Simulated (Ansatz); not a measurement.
Two structures of GeH₄Cl, doublet, reached by relaxing down either side of one saddle point (PBE0-D4/def2-TZVP). Energies are electronic, without zero-point energy. Program: Ansatz 0.2.0. Basis: def2-TZVPP and def2-QZVPP. Cores are frozen in the correlated methods; orbitals are unrestricted. Filled d shells of the heavier atoms are correlated. The def2 sets are not built for correlating such inner shells, so the correlated values are less sure here. Extrapolation: Hartree–Fock as exp(−7.88 √X), correlation as X^−2.97. First:

Cl1  (-0.683, -0.846, 0.003)
Ge2  (0.671, 0.831, -0.004)
H3  (-2.852, -3.532, 0.016)
H4  (0.934, 1.193, -1.469)
H5  (-0.021, 1.973, 0.747)
H6  (1.951, 0.380, 0.707)
(Å)

Second:

```xyz
6
angstrom
Cl -1.6411 -2.0326 0.0088
Ge 0.8014 0.9924 -0.0045
H -2.4456 -3.0287 0.0134
H 1.0743 1.3675 -1.4719
H 0.1177 2.1482 0.7471
H 2.0934 0.5533 0.7070
```

(1) Which bonds change from the first to the second?

(2) Give the saddle point's structure and its height above each. (An estimate is asked for; the value comes from the calculation.)

T1 diagnostic: at most 0.017. ⟨S²⟩ of the unrestricted Hartree–Fock references: 0.75 to 0.80 (a pure state has 0.75). The end structure is not quite a true minimum (one mode of 41i cm⁻¹).

Results:

(1) GeH₃Cl ([Cl][GeH3]) + H → GeH₃ + HCl; bonds formed: Cl1–H3; bonds broken: Cl1–Ge2.

(2) Computed: 13.00 kcal/mol above the first and 20.32 kcal/mol above the second (CCSD(T) at an estimated basis limit (MP2 extrapolated from triple and quadruple zeta, plus CCSD(T) − MP2 in triple zeta)).
```
6
angstrom
Cl -0.9454 -1.1710 0.0048
Ge 0.5164 0.6397 -0.0029
H -1.9564 -2.4229 0.0109
H 0.7743 0.9958 -1.4719
H -0.1834 1.7777 0.7497
H 1.7946 0.1809 0.7093
```

Radical steps of this kind take place in plasma deposition and etching.

Labels in which every atom is bracketed show which atoms are joined, not bond orders.

For scale, one of the runs: CCSD(T)/def2-TZVPP, 146 basis functions (an equivalent command: `ansatz run in.yaml --threads 4`). Time: 34 s of wall clock on 4 CPU threads; the host was shared. Peak host memory: 2 GiB.
